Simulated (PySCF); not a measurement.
LDA single point of triplet NiI₂ at its PBE0 minimum.

An equivalent PySCF input for this run (the driver started from the density of an earlier step):

```python
from pyscf import gto, scf, dft
mol = gto.M(atom='''
Ni    -0.000000     0.000000     0.000000
I      2.411299    -0.000000    -0.000000
I     -2.411299     0.000000     0.000000''',
    basis={'Ni': 'def2-SVP', 'I': 'def2-SVP'},
    ecp={'I': 'def2-SVP'},
    charge=0, spin=2)
mf = dft.UKS(mol, xc='LDA,VWN')
mf.grids.atom_grid = (75, 302)
aux = {'Ni': 'def2-universal-JKFIT', 'I': 'def2-universal-JKFIT'}
mf = mf.density_fit(auxbasis=aux)
mf.conv_tol = 1e-08
mf.diis_space = 10
mf.max_cycle = 60
mf.verbose = 4
mf.kernel()
```

SCF log (excerpt):

```
init E= -2100.11640141085
cycle= 1 E= -2099.70090232234  delta_E= 0.415  |g|= 1.02  |ddm|=  1.1
cycle= 2 E= -2074.3277258925  delta_E= 25.4  |g|= 3.85  |ddm|= 14.4
cycle= 3 E= -2099.94179992565  delta_E= -25.6  |g|= 0.763  |ddm|= 14.3
cycle= 4 E= -2099.83955619658  delta_E= 0.102  |g|= 0.652  |ddm|= 1.01
cycle= 5 E= -2100.08224735947  delta_E= -0.243  |g|= 0.418  |ddm|= 0.892
cycle= 6 E= -2100.08400780923  delta_E= -0.00176  |g|= 0.364  |ddm|= 0.236
cycle= 7 E= -2100.13707048391  delta_E= -0.0531  |g|= 0.0841  |ddm|= 0.36
cycle= 8 E= -2100.12355837357  delta_E= 0.0135  |g|= 0.135  |ddm|= 0.717
cycle= 9 E= -2100.14000055077  delta_E= -0.0164  |g|= 0.0255  |ddm|= 0.575
cycle= 10 E= -2100.13993915816  delta_E= 6.14e-05  |g|= 0.0335  |ddm|= 0.162
cycle= 11 E= -2100.14024820188  delta_E= -0.000309  |g|= 0.0198  |ddm|= 0.0346
cycle= 12 E= -2100.14026038096  delta_E= -1.22e-05  |g|= 0.0188  |ddm|= 0.0124
cycle= 13 E= -2100.14040534228  delta_E= -0.000145  |g|= 0.00219  |ddm|= 0.0241
cycle= 14 E= -2100.14040648959  delta_E= -1.15e-06  |g|= 0.00147  |ddm|= 0.00442
cycle= 15 E= -2100.14040688101  delta_E= -3.91e-07  |g|= 0.00115  |ddm|= 0.00241
cycle= 16 E= -2100.14040741619  delta_E= -5.35e-07  |g|= 0.000399  |ddm|= 0.00201
cycle= 17 E= -2100.14040747996  delta_E= -6.38e-08  |g|= 7.9e-05  |ddm|= 0.000607
cycle= 18 E= -2100.14040748184  delta_E= -1.87e-09  |g|= 3.93e-05  |ddm|= 9.88e-05
Extra cycle  E= -2100.14040738731  delta_E= 9.45e-08  |g|= 0.000484  |ddm|= 0.000759
converged SCF energy = -2100.14040738731  <S^2> = 2.0029205  2S+1 = 3.0019464
```

With open d or f shells other occupations or spin states may lie lower. With an element this heavy the missing spin–orbit coupling can shift these numbers.

This run, together with those of the ionised and electron-attached species (not shown), took 54 s on 2 threads of a shared Intel Xeon 6975P-C (Granite Rapids) host, with 83 basis functions; the process peaked at 0.82 GiB. Launch command: `OMP_NUM_THREADS=2 python axn.py task.json out`.
